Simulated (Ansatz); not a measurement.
C4H9ClSi (SMILES C=C[Si](C)(C)Cl), singlet, at a GFN2-xTB geometry, with bond 13-5 at 1.8 times its length; SC-NEVPT2/STO-3G, CASSCF(6,6) in Ansatz (a quantum-chemistry and plane-wave program).

Input for Ansatz:
Ansatz 0.2 input:
```yaml
crystal:
  periodic: [false, false, false]
  atoms:
    - {symbol: C, position_ang: [2.48597956, 0.10208758, -1.14798740]}
    - {symbol: C, position_ang: [1.63976501, -0.39443581, -0.25857921]}
    - {symbol: Si, position_ang: [-0.16688265, 0.13868432, -0.08009261]}
    - {symbol: C, position_ang: [-0.29471852, 1.98401588, 0.37755820]}
    - {symbol: C, position_ang: [-1.14980610, -0.22792340, -1.67084562]}
    - {symbol: Cl, position_ang: [-0.96685612, -0.96384145, 1.44439559]}
    - {symbol: H, position_ang: [2.19097103, 0.86563683, -1.84934640]}
    - {symbol: H, position_ang: [3.51099991, -0.22776192, -1.21968962]}
    - {symbol: H, position_ang: [2.00188558, -1.16024170, 0.41720128]}
    - {symbol: H, position_ang: [-1.32975379, 2.29009680, 0.50178959]}
    - {symbol: H, position_ang: [0.14475196, 2.60946946, -0.39301796]}
    - {symbol: H, position_ang: [0.22382709, 2.19650148, 1.30820167]}
    - {symbol: H, position_ang: [-1.10035686, -2.13200550, -2.11319141]}
    - {symbol: H, position_ang: [-2.19293311, 0.05722584, -1.56599837]}
    - {symbol: H, position_ang: [-0.74182295, 0.31607879, -2.51685121]}
basis:
  gaussian:
    orbitals: STO-3G
magnetization: {spin_polarized: false}
correlation: {method: sc_nevpt2, electrons: all, active_space: {window: {electrons: 6, orbitals: 6}}}
```

Output, abridged:

```
Functional definition: HF
597 factors; integrals over basis functions are off by at most 3.9e-5 eV
mean field evaluation 1: about -24349.0669 eV, gradient 2.1e1 eV
mean field evaluation 2: about -24349.2082 eV, gradient 2.1e1 eV
mean field evaluation 4: about -24351.3061 eV, gradient 2.7e0 eV
mean field evaluation 8: about -24351.3362 eV, gradient 7.6e-5 eV
mean field -24351.33615852 eV, -894.8950978971 hartree, gradient 2.8e-6 eV, S^2 0.000000; 0 other end points of the search recorded, 0 dependent functions left out; unrestricted orbitals would lower it
reference -24351.33615852 eV, -894.8950978971 hartree; 32, 32 occupied and 15, 15 virtual orbitals, 597 factors
state -24355.30534680 eV, -895.0409628761 hartree
state -24355.30534680 eV, -895.0409628761 hartree; corrected -24360.96800913 eV, -895.2490618782 hartree
state -24355.30360528 eV, -895.0408988764 hartree
state -24355.30360528 eV, -895.0408988764 hartree; corrected -24360.99656644 eV, -895.2501113402 hartree
state -24355.30360528 eV, -895.0408988764 hartree; corrected -24360.99656644 eV, -895.2501113402 hartree
WARN: the results are in doubt because another end's mean lies 0.002 eV lower, and its corrected mean 0.029 eV higher
Total energy: -24360.99656644 eV, -895.2501113402 hartree
In doubt: another end's mean lies 0.002 eV lower, and its corrected mean 0.029 eV higher
```
